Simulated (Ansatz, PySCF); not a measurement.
C5H15O2Si (SMILES CCO[SiH](C)[OH+]CC), charge +1, singlet, geometry from GFN2-xTB. Base run: MP2/STO-3G (PySCF).

The PySCF input:
```python
from pyscf import gto, scf, mp

mol = gto.Mole()
mol.atom = '''
    C     2.94369932    1.91177469    0.71550495
    C     2.64124402    0.60970739   -0.00095751
    O     1.23034019    0.45642314   -0.11564129
    Si    0.26214938   -0.71284220   -0.59849238
    C     0.14484599   -2.26186060    0.46752199
    O    -1.19706517    0.23157620   -0.16869727
    C    -2.57050323   -0.06891096   -0.48509897
    C    -3.48893689    0.46102128    0.59570044
    H     4.01886965    2.03260516    0.80233655
    H     2.54227533    2.75459528    0.15936291
    H     2.51145476    1.90704963    1.71253350
    H     3.06763268    0.60847316   -1.00682324
    H     3.04307334   -0.24286950    0.55099586
    H     0.16235563   -0.85531801   -2.04114479
    H    -0.73270441   -2.86366227    0.24628526
    H     0.11483817   -2.01364593    1.52946283
    H     1.00638691   -2.90789398    0.31757368
    H    -1.07031623    1.16675901    0.05768486
    H    -2.81443888    0.36276476   -1.45966455
    H    -2.62611340   -1.15430626   -0.55532193
    H    -4.51458084    0.19196662    0.36207418
    H    -3.43148187    1.54550862    0.65987693
    H    -3.23563725    0.03337901    1.56234442
'''
mol.basis = 'sto-3g'
mol.charge = 1
mol.verbose = 3
mol.build()

mf = scf.RHF(mol)
mf.kernel()

pt = mp.MP2(mf)
pt.kernel()
print('E(MP2) = %.10f' % pt.e_tot)
```

The same geometry, method and basis name were run in Ansatz (a quantum-chemistry and plane-wave program) and PySCF, at each program's defaults and at the settings that a row names. The base is PySCF at its defaults. Differences at the defaults can come from grids, fitting, cores and function types together.

```
code and settings                                                                 ΔE vs base (µEh)  basis functions      E (Eh)  SCF cycles
--------------------------------------------------------------------------------  ----------------  ---------------  ----------  ----------
PySCF, defaults (exact integrals, spherical functions, all electrons correlated)               0.0               59  -629.36922           9
Ansatz, defaults (factorised integrals, spherical functions, frozen core)                     6342               59  -629.36288           -
PySCF, frozen core                                                                            6304               59  -629.36292           9
Ansatz, high accuracy, frozen core                                                            6304               59  -629.36292           -
```
